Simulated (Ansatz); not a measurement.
Reaction (formal exchange of groups at the Se–C bond): `BC/N=C/[SeH]` + `C[O][GeH3]` → `C[O][GeH2][SeH]` + `BCN=C`

Gas-phase electronic energies from Ansatz, PBE0-D4/def2-TZVP geometries. CCSD(T)/CBS is the MP2 limit (def2-TZVPP, def2-QZVPP) plus CCSD(T) − MP2 in def2-TZVPP, frozen cores. DFT in def2-TZVPP. B3LYP here is the variant with VWN-RPA as its local correlation; programs differ in this. For Ge, Se outer-core shells are correlated without core-valence functions, which leaves a few kJ/mol of doubt a bond. Scalar relativity is left out up to krypton. One conformer a species, not always the lowest.

(1) Is it downhill or uphill in electronic energy at CCSD(T)/CBS, and by how much? (Estimate.)

(2) What do these levels give: PBE, PBE0, B3LYP, MP2/def2-TZVPP, CCSD(T)/def2-TZVPP, MP2/def2-QZVPP? (Best estimate.)

Largest T1 diagnostic among the species: 0.012.

Results:

(1) Computed: Downhill: ΔE = -23.6 kcal/mol.

(2) The calculation gave: PBE -21.1, PBE0 -22.6, B3LYP -22.1, MP2/def2-TZVPP -22.8, CCSD(T)/def2-TZVPP -22.9, MP2/def2-QZVPP -23.2 kcal/mol.

In def2-TZVPP, CCSD(T) changes the Hartree–Fock value by +2.1 kcal/mol (the triples alone add +0.4 kcal/mol) and MP2 by +2.2 kcal/mol. From PBE to PBE0 (25 % exact exchange), in def2-TZVPP and without D4, ΔE moves by −1.5 kcal/mol.
